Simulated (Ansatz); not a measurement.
This geometry of CH$_{5}$BFNSi (10 atoms, charge 0, multiplicity 1) is a first-order saddle point.

Computed with RKS LDA/STO-3G in Ansatz 0.2.0.

```xyz
10
Properties=species:S:1:pos:R:3
B 0.124 1.391 0.752
N 0.809 0.282 0.112
Si 0.057 -1.363 0.301
C -0.113 -0.205 -1.116
F 0.589 -0.268 -2.289
H 0.711 2.405 0.903
H -1.003 1.334 1.119
H -1.074 -1.576 1.188
H 1.052 -2.416 0.272
H -1.069 0.364 -1.238
```

Question: Which two structures does it join? (They come from a converged band through this point; their orientation in space is the band's.)

Answer: No bond is made or broken. The dihedral H6–B1–N2–C4 goes from -177 to 2°. The two ends are copies of one structure, up to a mirror image or an exchange of like atoms.

First end point:

```xyz
10
Properties=species:S:1:pos:R:3
B 0.250 1.529 0.791
N 0.009 0.295 0.231
Si -0.102 -1.465 0.275
C -0.200 -0.255 -1.165
F 0.793 -0.051 -2.086
H 0.413 1.604 1.952
H 0.287 2.480 0.102
H -1.292 -2.026 0.894
H 1.139 -2.152 0.585
H -1.214 -0.010 -1.575
```

Last end point:

```xyz
10
Properties=species:S:1:pos:R:3
B 0.249 1.530 0.791
N 0.015 0.294 0.230
Si -0.100 -1.465 0.274
C -0.201 -0.255 -1.165
F 0.792 -0.054 -2.088
H 0.275 2.483 0.104
H 0.416 1.603 1.952
H -1.289 -2.020 0.899
H 1.139 -2.159 0.579
H -1.214 -0.008 -1.574
```

Question: How far does it lie above each of them?

Answer: 1.47 eV above the first and 1.47 eV above the second. This is the barrier of this one path; another mechanism may lie lower. Limits of this set-up: minimal basis.

Time of the run: 3.3 min on 1 CPU thread of a shared host.
